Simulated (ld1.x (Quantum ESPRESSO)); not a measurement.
Plane-wave convergence, ultrasoft potential for Zn (Z = 30)

ld1.x (Quantum ESPRESSO) 7.5 input, shortened:

```
&input
   title='Zn', zed=30., rel=2, dft='PBESOL', iswitch=3,
   config='[Ar] 3d10 4s2 4p0 4d-2', rel_dist='average'
 /
 &inputp
   pseudotype=3, tm=.true., lloc=-2, rcloc=1.65,
   nlcc=.true., new_core_ps=.true., rcore=1.10
 /
5
4S  1  0   2.00   0.00  1.30  1.75  0.0
4S  1  0   0.00   1.40  1.30  1.75  0.0
4P  2  1   0.00   0.00  2.25  2.55  0.0
4P  2  1   0.00   1.70  2.25  2.55  0.0
4D  3  2  -2.00   0.45  2.05  2.50  0.0
 &test
   configts(1)='4s2 4p0'
 /
```

Open shells are filled in proportion to 2j + 1 (rel_dist='average').

The pseudo-atom Hamiltonian at the reference potential is diagonalised in spherical Bessel functions j_l(qr) that vanish at 20 bohr, with q² up to the cutoff. All-electron valence levels (Ry): 4s -0.4408, 4p1/2 -0.0821, 4p3/2 -0.0776.

Task: How do the lowest levels (Ry) of each channel move with the cutoff, and are there ghosts?

Result:

```
cutoff (Ry)     s #1    s #2  p1/2 #1  p3/2 #1  p3/2 #2  d3/2 #1  d3/2 #2  d5/2 #1  d5/2 #2    f #1    f #2  Σ f·Δε (mRy)
          8  -0.4335  0.0078  -0.0819  -0.0774   0.0514   0.0677   0.1599   0.0677   0.1600  0.1149  0.2447          14.6
         10  -0.4381  0.0075  -0.0820  -0.0775   0.0514   0.0677   0.1599   0.0677   0.1600  0.1149  0.2447           5.4
         12  -0.4401  0.0073  -0.0821  -0.0775   0.0514   0.0677   0.1599   0.0677   0.1600  0.1149  0.2447           1.5
         15  -0.4406  0.0073  -0.0821  -0.0776   0.0514   0.0677   0.1599   0.0677   0.1600  0.1149  0.2447           0.5
         18  -0.4406  0.0073  -0.0821  -0.0776   0.0514   0.0677   0.1599   0.0677   0.1600  0.1149  0.2447           0.4
         21  -0.4407  0.0073  -0.0821  -0.0776   0.0514   0.0677   0.1599   0.0677   0.1600  0.1149  0.2447           0.3
        400  -0.4408  0.0073  -0.0821  -0.0776   0.0514   0.0677   0.1599   0.0677   0.1600  0.1149  0.2447           0.0
```

Result: no extra level below or beside the all-electron valence levels (s, p1/2, p3/2, d3/2, d5/2, f tested); 10 mRy is reached at 10 Ry and 1 mRy at 15 Ry.
